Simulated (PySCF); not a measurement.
Simulation results for BH₃OSi₂, BClHOSi

Calculation on a computer-drawn molecule: the log of a Hartree-Fock and frozen-core CCSD(T) single point meant for a local Hartree-Fock minimum, with one planted fault or none, to be diagnosed. Offsets are logged minus clean, where the clean run is the same molecule without the fault. The reference is restricted for singlets and unrestricted otherwise, and also for a bond in bohr or an excited solution. Adding or removing an electron swaps singlet and doublet. The excited solution moves the top pair (singlet) or top alpha electron (doublet) to the lowest empty orbital. Highest occupied and lowest empty are orbital energies over both spins, largest force is the largest gradient component, triples share is (T) over the correlation energy, the T1 limit is 0.02 restricted and 0.045 unrestricted, electrons count all cores, a negative frequency is imaginary (commonest isotopes), and the dipole is about the centre of nuclear charge. Program: PySCF 2.14.0.

Common to all runs: meant charge 0; meant basis cc-pV(D+d)Z; logged SCF converged yes; logged CC converged yes; logged SCF stable within its kind yes; possible faults no fault, one electron removed, one electron added, multiplicity raised by two, geometry at a saddle point, SCF held on an excited solution, minimal basis STO-3G, one bond length entered in bohr, all coordinates scaled.

```yaml
- entry: 1
  formula: BH3OSi2
  logged_structure:
    atoms_angstrom:
      - [O, -1.0077, -2.0936, -2.169]
      - [B, -0.6515, -1.0858, -2.0371]
      - [Si, 0.0211, 0.609, -1.8592]
      - [Si, 2.0876, 0.6227, -2.6125]
      - [H, -0.0215, 0.9131, -0.5492]
      - [H, -0.81, 1.4272, -2.5246]
      - [H, 2.4614, -0.2779, -1.6461]
  given:
    meant_multiplicity: 1
    logged_electrons: 44
    logged_basis_functions: 89
    logged_spin_squared: 0.0
    "logged_highest_occupied [eV]": -9.0429
    "logged_lowest_empty [eV]": -0.35015
    "logged_largest_force [hartree/bohr]": 0.29224
    logged_T1_diagnostic: 0.017249
    logged_D1_diagnostic: 0.040737
    logged_triples_share: 0.030042
    "logged_dipole_magnitude [debye]": 2.5952
    "logged_energy_HF [hartree]": -679.08165
    "logged_energy_CCSD(T) [hartree]": -679.57076
    drawn_bonds_atom: [1, 2, 3, 3, 3, 4]
    drawn_bonds_other_atom: [2, 3, 4, 5, 6, 7]
    drawn_bonds_order: [2, 1, 1, 1, 1, 1]
  results:
    planted_fault: "all coordinates scaled, by -9.3 %"
    "HF_energy_offset_from_clean_run [kcal/mol]": 48.47
    "CCSD(T)_energy_offset_from_clean_run [kcal/mol]": 54.88
- entry: 2
  formula: BClHOSi
  logged_structure:
    atoms_angstrom:
      - [O, -0.8778, -1.4457, 3.2647]
      - [B, -1.2759, -0.5553, 2.591]
      - [Si, -2.0498, 0.9261, 1.4771]
      - [Cl, -1.1972, 0.8927, -0.3994]
      - [H, -1.817, 2.2374, 2.1053]
  given:
    meant_multiplicity: 2
    logged_electrons: 45
    logged_basis_functions: 79
    logged_spin_squared: 3.7724
    "logged_highest_occupied [eV]": -6.5214
    "logged_lowest_empty [eV]": -4.1124
    "logged_largest_force [hartree/bohr]": 0.036208
    logged_T1_diagnostic: 0.06761
    logged_D1_diagnostic: 0.38769
    logged_triples_share: 0.04244
    "logged_dipole_magnitude [debye]": 4.2415
    "logged_energy_HF [hartree]": -848.38697
    "logged_energy_CCSD(T) [hartree]": -848.91565
    drawn_bonds_atom: [1, 2, 3, 3]
    drawn_bonds_other_atom: [2, 3, 4, 5]
    drawn_bonds_order: [2, 1, 1, 1]
  results:
    planted_fault: "multiplicity raised by two"
    "HF_energy_offset_from_clean_run [kcal/mol]": 158.9
    "CCSD(T)_energy_offset_from_clean_run [kcal/mol]": 151.4
  notes: ["T1 above single-reference limit"]
- entry: 3
  formula: BClHOSi
  logged_structure:
    atoms_angstrom:
      - [O, -0.8778, -1.4457, 3.2647]
      - [B, -1.2759, -0.5553, 2.591]
      - [Si, -2.0498, 0.9261, 1.4771]
      - [Cl, -1.1972, 0.8927, -0.3994]
      - [H, -1.817, 2.2374, 2.1053]
  given:
    meant_multiplicity: 2
    logged_electrons: 45
    logged_basis_functions: 79
    logged_spin_squared: 0.756
    "logged_highest_occupied [eV]": -10.174
    "logged_lowest_empty [eV]": 0.039503
    "logged_largest_force [hartree/bohr]": 3.3004e-05
    "logged_lowest_frequency [cm^-1]": 121.92
    logged_T1_diagnostic: 0.019138
    logged_D1_diagnostic: 0.059986
    logged_triples_share: 0.031514
    "logged_dipole_magnitude [debye]": 3.1967
    "logged_energy_HF [hartree]": -848.64024
    "logged_energy_CCSD(T) [hartree]": -849.15697
    drawn_bonds_atom: [1, 2, 3, 3]
    drawn_bonds_other_atom: [2, 3, 4, 5]
    drawn_bonds_order: [2, 1, 1, 1]
  results: {}
```

To be estimated
1. Give the missing planted fault for BClHOSi (entry 3).

Calculated values
1. no fault

Further results for BClHOSi (entry 3):

* HF energy offset from clean run: 0 kcal/mol
* CCSD(T) energy offset from clean run: 0 kcal/mol
